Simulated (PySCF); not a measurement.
C6H14Te, charge +1, doublet, geometry from GFN2-xTB (a state made from the parent by changing its charge; the spin is typed, not shown lowest) (all electrons, no relativity); PBE0/STO-3G run with PySCF.

The PySCF input:
```python
from pyscf import gto, scf, dft

mol = gto.Mole()
mol.atom = '''
    C     1.833689    1.325901    1.253079
    C     1.638261   -0.137298    0.891903
    C     2.898006   -0.795518    0.365248
    Te    0.028431   -0.330112   -0.623474
    C    -1.658865    0.412050    0.616104
    C    -2.114105    1.751797    0.060323
    C    -2.759178   -0.634839    0.589254
    H     2.205617    1.894829    0.403294
    H     2.578448    1.384008    2.046008
    H     0.920301    1.789616    1.622854
    H     1.240619   -0.691068    1.750106
    H     2.726934   -1.836703    0.093507
    H     3.658303   -0.774378    1.144898
    H     3.294525   -0.263458   -0.498491
    H    -1.249361    0.522684    1.624303
    H    -1.312905    2.489337    0.065041
    H    -2.497959    1.651469   -0.953728
    H    -2.922665    2.127850    0.686862
    H    -2.418127   -1.590680    0.983941
    H    -3.147207   -0.782624   -0.417767
    H    -3.581781   -0.287643    1.214361
'''
mol.basis = 'sto-3g'
mol.charge = 1
mol.spin = 1
mol.verbose = 4
mol.build()

mf = dft.UKS(mol)
mf.xc = 'pbe0'
mf.grids.atom_grid = (99, 590)
mf.grids.prune = None
mf.kernel()
```

Task: Write the output that PySCF gives for this input, abridged.

Result: 
```
PySCF version 2.14.0

[INPUT] verbose = 4
[INPUT] num. atoms = 21
[INPUT] num. electrons = 101
[INPUT] charge = 1
[INPUT] spin (= nelec alpha-beta = 2S) = 1
[INPUT] symmetry False subgroup None
[INPUT] Mole.unit = angstrom
[INPUT] Symbol           X                Y                Z      unit          X                Y                Z       unit  Magmom
[INPUT]  1 C      1.833689000000   1.325901000000   1.253079000000 AA    3.465170007628   2.505589758287   2.367976122444 Bohr   0.0
[INPUT]  2 C      1.638261000000  -0.137298000000   0.891903000000 AA    3.095864610556  -0.259455617451   1.685452399678 Bohr   0.0
[INPUT]  3 C      2.898006000000  -0.795518000000   0.365248000000 AA    5.476437647346  -1.503311147162   0.690218687545 Bohr   0.0
[INPUT]  4 Te     0.028431000000  -0.330112000000  -0.623474000000 AA    0.053726803448  -0.623821270432  -1.178195105787 Bohr   0.0
[INPUT]  5 C     -1.658865000000   0.412050000000   0.616104000000 AA   -3.134800527627   0.778661649627   1.164267824249 Bohr   0.0
[INPUT]  6 C     -2.114105000000   1.751797000000   0.060323000000 AA   -3.995079448574   3.310416555835   0.113993949012 Bohr   0.0
[INPUT]  7 C     -2.759178000000  -0.634839000000   0.589254000000 AA   -5.214090748925  -1.199671843193   1.113528677804 Bohr   0.0
[INPUT]  8 H      2.205617000000   1.894829000000   0.403294000000 AA    4.168012065685   3.580707862883   0.762115207680 Bohr   0.0
[INPUT]  9 H      2.578448000000   1.384008000000   2.046008000000 AA    4.872560546433   2.615396074207   3.866394768669 Bohr   0.0
[INPUT] 10 H      0.920301000000   1.789616000000   1.622854000000 AA    1.739116842163   3.381884108140   3.066749600155 Bohr   0.0
[INPUT] 11 H      1.240619000000  -0.691068000000   1.750106000000 AA    2.344430134932  -1.305929253451   3.307221028958 Bohr   0.0
[INPUT] 12 H      2.726934000000  -1.836703000000   0.093507000000 AA    5.153158419765  -3.470865642167   0.176702620730 Bohr   0.0
[INPUT] 13 H      3.658303000000  -0.774378000000   1.144898000000 AA    6.913190750675  -1.463362336888   2.163543660562 Bohr   0.0
[INPUT] 14 H      3.294525000000  -0.263458000000  -0.498491000000 AA    6.225749960533  -0.497863465326  -0.942011465561 Bohr   0.0
[INPUT] 15 H     -1.249361000000   0.522684000000   1.624303000000 AA   -2.360950120713   0.987729609692   3.069487813309 Bohr   0.0
[INPUT] 16 H     -1.312905000000   2.489337000000   0.065041000000 AA   -2.481030877572   4.704165161746   0.122909676868 Bohr   0.0
[INPUT] 17 H     -2.497959000000   1.651469000000  -0.953728000000 AA   -4.720458380392   3.120824113209  -1.802284717329 Bohr   0.0
[INPUT] 18 H     -2.922665000000   2.127850000000   0.686862000000 AA   -5.523036403852   4.021053734156   1.297981065371 Bohr   0.0
[INPUT] 19 H     -2.418127000000  -1.590680000000   0.983941000000 AA   -4.569597764416  -3.005949551823   1.859379012731 Bohr   0.0
[INPUT] 20 H     -3.147207000000  -0.782624000000  -0.417767000000 AA   -5.947359287314  -1.478945018512  -0.789465213881 Bohr   0.0
[INPUT] 21 H     -3.581781000000  -0.287643000000   1.214361000000 AA   -6.768585128171  -0.543566491648   2.294809706353 Bohr   0.0

nuclear repulsion = 702.677361361412
number of shells = 43
number of NR pGTOs = 213
number of NR cGTOs = 71
basis = sto-3g
ecp = {}

******** <class 'pyscf.dft.uks.UKS'> ********
method = UKS
initial guess = minao
damping factor = 0
level_shift factor = 0
DIIS = <class 'pyscf.scf.diis.CDIIS'>
diis_start_cycle = 1
diis_space = 8
diis_damp = 0
SCF conv_tol = 1e-09
SCF conv_tol_grad = None
SCF max_cycles = 50
direct_scf = True
direct_scf_tol = 1e-13
number electrons alpha = 51  beta = 50
XC library pyscf.dft.libxc version 7.1.2
    S. Lehtola, C. Steigemann, M. J. T. Oliveira, and M. A. L. Marques,  SoftwareX 7, 1–5 (2018)
XC functionals = pbe0
    C. Adamo and V. Barone,  J. Chem. Phys. 110, 6158 (1999)
    M. Ernzerhof and G. E. Scuseria,  J. Chem. Phys. 110, 5029 (1999)
radial grids:
    Treutler-Ahlrichs [JCP 102, 346 (1995); DOI:10.1063/1.469408] (M4) radial grids

becke partition: Becke, JCP 88, 2547 (1988); DOI:10.1063/1.454033
pruning grids: None
grids dens level: 3
symmetrized grids: False
atomic radii adjust function: <function treutler_atomic_radii_adjust>
User specified grid scheme (99, 590)
small_rho_cutoff = 0
Set gradient conv threshold to 3.16228e-05
tot grids = 1226616
init E= -6763.45344230912

cycle= 1 E= -6782.49898300004  delta_E=  -19  |g|= 0.371  |ddm|= 3.79
cycle= 2 E= -6782.55157206732  delta_E= -0.0526  |g|= 0.446  |ddm|=  1.9
cycle= 3 E= -6782.74315440522  delta_E= -0.192  |g|= 0.0777  |ddm|= 0.89
cycle= 4 E= -6782.74955858258  delta_E= -0.0064  |g|= 0.0192  |ddm|= 0.173
cycle= 5 E= -6782.75009598327  delta_E= -0.000537  |g|= 0.00661  |ddm|= 0.0629
cycle= 6 E= -6782.7501473009  delta_E= -5.13e-05  |g|= 0.0033  |ddm|= 0.0206
cycle= 7 E= -6782.75016176589  delta_E= -1.45e-05  |g|= 0.00111  |ddm|= 0.0102
cycle= 8 E= -6782.75016481664  delta_E= -3.05e-06  |g|= 0.000543  |ddm|= 0.00601
cycle= 9 E= -6782.75016540576  delta_E= -5.89e-07  |g|= 0.000106  |ddm|= 0.00282
cycle= 10 E= -6782.75016544398  delta_E= -3.82e-08  |g|= 2.37e-05  |ddm|= 0.000818
cycle= 11 E= -6782.75016544503  delta_E= -1.05e-09  |g|= 8.08e-06  |ddm|= 0.000101
cycle= 12 E= -6782.75016544516  delta_E= -1.36e-10  |g|= 4.2e-06  |ddm|= 2.67e-05
Extra cycle  E= -6782.75016544517  delta_E= -1.27e-11  |g|= 3e-06  |ddm|= 1.41e-05
converged SCF energy = -6782.75016544517  <S^2> = 0.75359932  2S+1 = 2.0035961
```
